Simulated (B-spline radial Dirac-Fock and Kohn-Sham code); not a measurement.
Z = 36 (krypton), transition energy 1020 keV. Model: a Dirac-Hartree-Slater potential of the neutral atom with a Latter tail (no hole, which puts coefficients of high multipoles low close above an edge), finite nucleus with surface currents. Program: a radial atomic solver. Subshells that would emit electrons below 1 keV are left out.

**Question.** A pure transition shows α(K) = 0.000918, L1/L2 = 46.4 and L1/L3 = 136. What is its multipolarity?
A. E3
B. M1
C. M2
D. M4
E. E1
F. E2
G. E4
H. M3

**Answer.** C. For comparison, α(K), L1/L2, L1/L3 are E1 0.000184, 109, 53.0; E2 0.000422, 46.9, 48.8; E3 0.000871, 22.4, 39.3; E4 0.00173, 12.6, 29.6; M1 0.000397, 76.4, 126; M3 0.00190, 31.1, 81.0; M4 0.00381, 22.4, 42.7.

Values without a named source are computed, but for edge energies of neutral atoms, which are taken from tables.
